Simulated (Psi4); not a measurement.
C$_{4}$H$_{9}$ (SMILES C[C+](C)C), charge +1, singlet, at a GFN2-xTB geometry; TPSS/6-31G* run with Psi4.

The Psi4 input:
```
memory 2 GB

molecule mol {
1 1
  C    -0.393034    1.375284    0.225055
  C    -0.000000    0.000000    0.000000
  C     1.359760   -0.417833    0.270185
  C    -0.966725   -0.957450   -0.495240
  H     0.257210    2.045904   -0.347836
  H    -0.182466    1.656657    1.262959
  H    -1.433914    1.582096   -0.009082
  H     1.797401   -0.863043   -0.630377
  H     1.357726   -1.252290    0.980418
  H     2.002436    0.377666    0.637838
  H    -1.395098   -0.598990   -1.437979
  H    -0.568522   -1.959762   -0.628756
  H    -1.834773   -0.988237    0.172816
}

set basis 6-31g*
set reference rks

energy('tpss')
print_variables()
```

The log (banner, timings and long lists left out):

```
   => Loading Basis Set <=

    Name: 6-31G*
    Role: ORBITAL
    Keyword: BASIS

         ---------------------------------------------------------
                                   SCF
               by Justin Turney, Rob Parrish, Andy Simmonett
                          and Daniel G. A. Smith
                              RKS Reference
         ---------------------------------------------------------

  ==> Geometry <==

    Molecular point group: c1
    Full point group: C1

    Geometry (in Angstrom), charge = 1, multiplicity = 1:

       Center              X                  Y                   Z               Mass
    ------------   -----------------  -----------------  -----------------  -----------------
         C           -0.393034210267     1.375283772074     0.225054982341    12.000000000000
         C           -0.000000210267    -0.000000227926    -0.000000017659    12.000000000000
         C            1.359759789733    -0.417833227926     0.270184982341    12.000000000000
         C           -0.966725210267    -0.957450227926    -0.495240017659    12.000000000000
         H            0.257209789733     2.045903772074    -0.347836017659     1.007825032230
         H           -0.182466210267     1.656656772074     1.262958982341     1.007825032230
         H           -1.433914210267     1.582095772074    -0.009082017659     1.007825032230
         H            1.797400789733    -0.863043227926    -0.630377017659     1.007825032230
         H            1.357725789733    -1.252290227926     0.980417982341     1.007825032230
         H            2.002435789733     0.377665772074     0.637837982341     1.007825032230
         H           -1.395098210267    -0.598990227926    -1.437979017659     1.007825032230
         H           -0.568522210267    -1.959762227926    -0.628756017659     1.007825032230
         H           -1.834773210267    -0.988237227926     0.172815982341     1.007825032230

  Running in c1 symmetry.

  Rotational constants: A =      0.28062  B =      0.28062  C =      0.15152 [cm^-1]
  Rotational constants: A =   8412.74450  B =   8412.74161  C =   4542.38148 [MHz]
  Nuclear repulsion =  128.055247404100868

  Charge       = 1
  Multiplicity = 1
  Electrons    = 32
  Nalpha       = 16
  Nbeta        = 16

  ==> Algorithm <==

  SCF Algorithm Type is DF.
  DIIS enabled.
  MOM disabled.
  Fractional occupation disabled.
  Guess Type is SAD.
  Energy threshold   = 1.00e-06
  Density threshold  = 1.00e-06
  Integral threshold = 1.00e-12

  ==> Primary Basis <==

  Basis Set: 6-31G*
    Blend: 6-31G*
    Number of shells: 42
    Number of basis functions: 78
    Number of Cartesian functions: 78
    Spherical Harmonics?: false
    Max angular momentum: 2

  ==> DFT Potential <==

   => LibXC <=

    Version 7.1.2
    S. Lehtola, C. Steigemann, M. J. T. Oliveira, and M. A. L. Marques,  SoftwareX 7, 1–5 (2018) (10.1016/j.softx.2017.11.002)

   => Composite Functional: TPSS <=

    TPSS Meta-GGA XC Functional

    J. Tao, et al., Phys. Rev. Lett., 91, 146401, 2003

    Deriv               =              1
    GGA                 =           TRUE
    Meta                =           TRUE

    Exchange Hybrid     =          FALSE
    MP2 Hybrid          =          FALSE

   => Exchange Functionals <=

    1.0000   XC_MGGA_X_TPSS

   => Correlation Functionals <=

    1.0000   XC_MGGA_C_TPSS

   => LibXC Density Thresholds  <==

    XC_MGGA_C_TPSS:  1.00E-15
    XC_MGGA_X_TPSS:  1.00E-15

   => Molecular Quadrature <=

    Radial Scheme          =       TREUTLER
    Pruning Scheme         =           NONE
    Nuclear Scheme         =       TREUTLER

    Blocking Scheme        =         OCTREE
    BS radius alpha        =              1
    Pruning alpha          =              1
    Radial Points          =             75
    Spherical Points       =            302
    Total Points           =         276441
    Total Blocks           =           2085
    Max Points             =            256
    Max Functions          =             78
    Weights Tolerance      =       1.00E-15

   => Loading Basis Set <=

    Name: (6-31G* AUX)
    Role: JKFIT
    Keyword: DF_BASIS_SCF

  ==> Integral Setup <==

  SCF_SUBTYPE=INCORE selected. In-core MEM_DF algorithm will be used.
  Using in-core AOs.

  ==> MemDFJK: Density-Fitted J/K Matrices <==

    J tasked:                   Yes
    K tasked:                    No
    wK tasked:                   No
    Algorithm:                 Core
    Schwarz Cutoff:           1E-12
    Mask sparsity (%):       0.0986
    Fitting Condition:        1E-10

   => Auxiliary Basis Set <=

  Basis Set: (6-31G* AUX)
    Blend: CC-PVDZ-JKFIT
    Number of shells: 177
    Number of basis functions: 549
    Number of Cartesian functions: 549
    Spherical Harmonics?: false
    Max angular momentum: 3

  Minimum eigenvalue in the overlap matrix is 4.7447140068E-03.
  Reciprocal condition number of the overlap matrix is 6.5599255132E-04.
    Using symmetric orthogonalization.

  ==> Pre-Iterations <==

  SCF Guess: Superposition of Atomic Densities via on-the-fly atomic UHF (no occupation information).

   -------------------------
    Irrep   Nso     Nmo
   -------------------------
     A         78      78
   -------------------------
    Total      78      78
   -------------------------

  ==> Iterations <==

                           Total Energy        Delta E     RMS |[F,P]|

   @DF-RKS iter SAD:  -157.29043537974368   -1.57290e+02   0.00000e+00
   @DF-RKS iter   1:  -157.24959202559006    4.08434e-02   1.04550e-02 DIIS/ADIIS
   @DF-RKS iter   2:  -157.14130491421477    1.08287e-01   1.13449e-02 DIIS/ADIIS
   @DF-RKS iter   3:  -157.57720104771468   -4.35896e-01   4.29198e-04 DIIS/ADIIS
   @DF-RKS iter   4:  -157.57721545285568   -1.44051e-05   4.50497e-04 DIIS/ADIIS
   @DF-RKS iter   5:  -157.57787013752923   -6.54685e-04   4.10479e-05 DIIS
   @DF-RKS iter   6:  -157.57787511282282   -4.97529e-06   3.15531e-06 DIIS
   @DF-RKS iter   7:  -157.57787514466028   -3.18375e-08   3.15093e-07 DIIS
  Energy and wave function converged.

  ==> Post-Iterations <==

   Electrons on quadrature grid:
      Ntotal   =   32.0000471959 ; deviation = 4.720e-05

    Orbital Energies [Eh]
    ---------------------

    Doubly Occupied:

       1A    -10.318793     2A    -10.214119     3A    -10.214114
       4A    -10.214108     5A     -1.011432     6A     -0.879603
       7A     -0.879598     8A     -0.719394     9A     -0.639869
      10A     -0.639867    11A     -0.637697    12A     -0.570548
      13A     -0.570544    14A     -0.554444    15A     -0.546605
      16A     -0.546604

    Virtual:

      17A     -0.348795    18A     -0.112122    19A     -0.062565
      20A     -0.062563    21A     -0.060753    22A     -0.060749
      23A     -0.041196    24A     -0.041185    25A     -0.040858
      26A      0.000496    27A      0.007561    28A      0.082740
      29A      0.082748    30A      0.282387    31A      0.282421
      32A      0.304630    33A      0.305307    34A      0.379011
      35A      0.379035    36A      0.465118    37A      0.477082
      38A      0.477096    39A      0.482743    40A      0.536475
      41A      0.536490    42A      0.628798    43A      0.628805
      44A      0.656410    45A      0.671187    46A      0.708026
      47A      0.720695    48A      0.720706    49A      0.728414
      50A      0.767801    51A      0.767803    52A      0.996421
      53A      1.122421    54A      1.122425    55A      1.174061
      56A      1.174065    57A      1.496534    58A      1.599788
      59A      1.599806    60A      1.647999    61A      1.767420
      62A      1.806297    63A      1.806305    64A      1.861518
      65A      1.861528    66A      2.026691    67A      2.050615
      68A      2.131485    69A      2.131502    70A      2.182995
      71A      2.183007    72A      2.313640    73A      2.554924
      74A      2.554926    75A      3.855626    76A      4.020425
      77A      4.020438    78A      4.206144

    Final Occupation by Irrep:
              A
    DOCC [    16 ]
    NA   [    16 ]
    NB   [    16 ]

  @DF-RKS Final Energy:  -157.57787514466028

   => Energetics <=

    Nuclear Repulsion Energy =            128.0552474041008679
    One-Electron Energy =                -455.9057822676716683
    Two-Electron Energy =                 195.0938968058651710
    DFT Exchange-Correlation Energy =     -24.8212370869546284
    Empirical Dispersion Energy =           0.0000000000000000
    VV10 Nonlocal Energy =                  0.0000000000000000
    Total Energy =                       -157.5778751446602826

Computation Completed

Properties will be evaluated at   0.000000,   0.000000,   0.000000 [a0]

Properties computed using the SCF density matrix

 Multipole Moments:

 ------------------------------------------------------------------------------------
     Multipole            Electronic (a.u.)      Nuclear  (a.u.)        Total (a.u.)
 ------------------------------------------------------------------------------------

 L = 1.  Multiply by 2.5417464519 to convert [e a0] to [Debye]
 Dipole X            :          0.0000249           -0.0000018            0.0000231
 Dipole Y            :          0.0000588           -0.0000010            0.0000578
 Dipole Z            :          0.0000201            0.0000008            0.0000209
 Magnitude           :                                                    0.0000657

 ------------------------------------------------------------------------------------

  Variable Map:
  ----------------------------------------------------------------------------
  "CURRENT ENERGY"              =>    -157.577875144660
  "CURRENT REFERENCE ENERGY"    =>    -157.577875144660
  "DD SOLVATION ENERGY"         =>       0.000000000000
  "DFT FUNCTIONAL TOTAL ENERGY" =>    -157.577875144660
  "DFT TOTAL ENERGY"            =>    -157.577875144660
  "DFT VV10 ENERGY"             =>       0.000000000000
  "DFT XC ENERGY"               =>     -24.821237086955
  "GRID ELECTRONS ALPHA"        =>      16.000023597947
  "GRID ELECTRONS BETA"         =>      16.000023597947
  "GRID ELECTRONS TOTAL"        =>      32.000047195895
  "NUCLEAR REPULSION ENERGY"    =>     128.055247404101
  "ONE-ELECTRON ENERGY"         =>    -455.905782267672
  "PCM POLARIZATION ENERGY"     =>       0.000000000000
  "PE ENERGY"                   =>       0.000000000000
  "SCF ITERATION ENERGY"        =>    -157.577875144660
  "SCF ITERATIONS"              =>       7.000000000000
  "SCF TOTAL ENERGY"            =>    -157.577875144660
  "TWO-ELECTRON ENERGY"         =>     195.093896805865
  "XC GRID RADIAL POINTS"       =>      75.000000000000
  "XC GRID SPHERICAL POINTS"    =>     302.000000000000
  "XC GRID TOTAL POINTS"        =>  276441.000000000000

  Array Variable Map:
  ----------------------------------------------------------------------------
  "CURRENT DIPOLE"              =>       0.000023136896 ... 0.000020910249 1 by 3
  "SCF DIPOLE"                  =>       0.000023136896 ... 0.000020910249 1 by 3
  "SCF TOTAL ENERGIES"          =>    -157.290435379744 ... -157.577875144660 1 by 8
```
